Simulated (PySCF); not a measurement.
Species: C6H10ClN3.
SMILES with atom numbers: `[CH3:1][c:2]1[n:3][n:4]([CH:5]([CH3:6])[CH3:7])[n:8][c:9]1[Cl:10]` (hydrogens: H11, H12, H13 on C1; H14 on C5; H15, H16, H17 on C6; H18, H19, H20 on C7)

The same species was optimised twice, with GFN2-xTB and with PBE0-D3(BJ)/def2-SVP (PySCF), and the same property calculations (PySCF, gas phase) were run on both structures.

| coordinate | GFN2-xTB | PBE0-D3(BJ)/def2-SVP | change |
| --- | --- | --- | --- |
| N4–C5 (Å) | 1.441 | 1.459 | +0.018 |
| C9–Cl10 (Å) | 1.698 | 1.708 | +0.010 |
| C5–C6 (Å) | 1.526 | 1.520 | -0.006 |
| N3–N4 (Å) | 1.310 | 1.315 | +0.005 |
| C5–C7 (Å) | 1.526 | 1.520 | -0.006 |
| C2–N3 (Å) | 1.327 | 1.332 | +0.005 |
| N4–N8 (Å) | 1.310 | 1.314 | +0.004 |
| C1–C2 (Å) | 1.481 | 1.485 | +0.004 |
| C2–C9 (Å) | 1.407 | 1.410 | +0.003 |
| N8–C9 (Å) | 1.327 | 1.324 | -0.003 |
| C6–C5–C7 (°) | 111.9 | 113.1 | +1.2 |
| N4–C5–C6 (°) | 109.2 | 110.1 | +0.9 |
| N4–C5–C7 (°) | 109.2 | 110.1 | +0.9 |
| N3–N4–N8 (°) | 115.0 | 115.9 | +0.9 |
| N4–N8–C9 (°) | 104.1 | 103.3 | -0.8 |
| C2–N3–N4 (°) | 105.7 | 104.9 | -0.8 |
| C2–C9–N8 (°) | 108.9 | 109.6 | +0.7 |
| C2–C9–Cl10 (°) | 128.1 | 127.5 | -0.6 |
| N3–N4–C5–C6 (°) | -119 | -119 | 0 |

Rotational constants: A = 2014, B = 723.4, C = 603.2 MHz (GFN2-xTB) against A = 2005, B = 714.5, C = 597.0 MHz (PBE0-D3(BJ)/def2-SVP). Atoms that the bonding makes alike are paired by their places after alignment.

On the GFN2-xTB structure: HOMO (eV) -7.10 [PBE0/pcSseg-1]; LUMO (eV) -0.06 [PBE0/pcSseg-1]; dipole (D) 1.72 [PBE0/pcSseg-1]; GIAO shielding of C1 (ppm) 175.0 [PBE0/pcSseg-1]; GIAO shielding of C2 (ppm) 43.0 [PBE0/pcSseg-1]; GIAO shielding of N3 (ppm) -94.3 [PBE0/pcSseg-1]; GIAO shielding of N4 (ppm) -12.5 [PBE0/pcSseg-1]; GIAO shielding of C5 (ppm) 128.5 [PBE0/pcSseg-1]; GIAO shielding of C6/C7 (mean) (ppm) 161.9 [PBE0/pcSseg-1]; GIAO shielding of N8 (ppm) -82.9 [PBE0/pcSseg-1]; GIAO shielding of C9 (ppm) 40.5 [PBE0/pcSseg-1].

Problem. What do these properties become on the PBE0-D3(BJ)/def2-SVP structure?

Solution. 
```
                                    property          level  on GFN2-xTB  on PBE0-D3(BJ)/def2-SVP  change
                                   HOMO (eV)  PBE0/pcSseg-1        -7.10                    -7.11   -0.01
                                   LUMO (eV)  PBE0/pcSseg-1        -0.06                    -0.11   -0.05
                                  dipole (D)  PBE0/pcSseg-1         1.72                     1.80   +0.08
energy, GFN2-xTB geometry as zero (kcal/mol)  PBE0/pcSseg-1          0.0                     -0.8    -0.8
                  GIAO shielding of C1 (ppm)  PBE0/pcSseg-1        175.0                    173.2    -1.8
                  GIAO shielding of C2 (ppm)  PBE0/pcSseg-1         43.0                     41.8    -1.2
                  GIAO shielding of N3 (ppm)  PBE0/pcSseg-1        -94.3                    -97.9    -3.6
                  GIAO shielding of N4 (ppm)  PBE0/pcSseg-1        -12.5                    -16.6    -4.1
                  GIAO shielding of C5 (ppm)  PBE0/pcSseg-1        128.5                    125.9    -2.6
        GIAO shielding of C6/C7 (mean) (ppm)  PBE0/pcSseg-1        161.9                    160.7    -1.2
                  GIAO shielding of N8 (ppm)  PBE0/pcSseg-1        -82.9                    -82.1    +0.8
                  GIAO shielding of C9 (ppm)  PBE0/pcSseg-1         40.5                     39.8    -0.7
```

The heavy atoms differ by 0.026 Å rms after alignment (one structure mirrored). Among bonds between heavy atoms N4–C5 changes most (+0.018 Å). Changes are differences of the printed values. Neither structure is proved a minimum here.

Conformer computed: `[CH3:1][c:2]1[n:3][n:4]([CH:5]([CH3:6])[CH3:7])[n:8][c:9]1[Cl:10]`: N3–N4–C5–C6 -119°.
